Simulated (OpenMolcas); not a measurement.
Mo4+: moving or changing the point charges

Mo4+ among 6 point charges of -1.5 e arranged as an octahedron (Oh), 2.2 Å from the ion.

- Program: OpenMolcas 26.06
- Method: CASSCF
- Basis: ANO-RCC-VDZP [6s5p3d1f]
- Scalar Hamiltonian: DKH2, point nucleus
- Active space: 2 electrons in 5 orbitals (4d)
- State averaging: 2S+1 = 3 even, 10 roots; 2S+1 = 1 even, 15 roots
- Spin-orbit coupling: RASSI with atomic mean-field integrals over the reference wave functions

Runs around this geometry, states (labels of O, the rotations of Oh). Energies in cm-1 above the lowest state or level, χT in cm3 K/mol; under a threefold ground state the first gap can be a small split of the lowest multiplet, not the spin-orbit step; 10Dq and B are least-squares fits to the states below 45000 cm-1, weighted by degeneracy, with a free offset, and given where the rms deviation is under 5 % of |10Dq| (or 100 cm-1) and under 700 cm-1.

```
R (Å)  q (e)  Ground state  First state of that spin  10Dq  B (rms of fit)  First gap with spin-orbit (degeneracies)  χT at 300 K  First state of another spin
  2.2  -0.98           3T1                  3T2 3078  3753        863 (42)                              329.1 (2, 3)        0.190                    1T2 12166
  2.1   -1.5           3T1                  3T2 6058  7226        857 (97)                              217.1 (2, 3)        0.209                    1T2 12306
  2.2   -1.5           3T1                  3T2 4797  5780        860 (75)                              258.4 (2, 3)        0.198                    1T2 12294
 2.32   -1.5           3T1                  3T2 3673  4467        862 (56)                              303.5 (2, 3)        0.190                    1T2 12230
```

Taking |10Dq| as R^-n, n = -ln(4467 / 7226) / ln(2.32 / 2.1) = 4.8 between the shortest and longest distance. The point-charge formula for a cubic d site gives n = 5.

Scaling the charges by -0.98 / -1.5 = 0.65 scales |10Dq| by 3753 / 5780 = 0.65; with fixed orbitals a first-order splitting would follow the charge.

An orbital triplet at a regular site is open to Jahn-Teller coupling, which can distort the site and quench the lowest spin-orbit gaps and is left out. Without dynamic correlation the repulsion within the d shell is too large (B by tens of per cent), so at a given field states of lower spin stand too high. This field is weak: 10Dq is about 3753 cm-1, while octahedral complexes of 4d ions of charge 3 and more, computed by the same method with explicit ligands, had a median near 25000 cm-1. Ground spin and moment need not be those of a real site (figures for R = 2.2, q = -0.98; the like holds for R = 2.1, q = -1.5, R = 2.2, q = -1.5, R = 2.32, q = -1.5). Point charges carry no covalency, so the field is a model and not that of real ligands. No measured value stands beside these numbers.
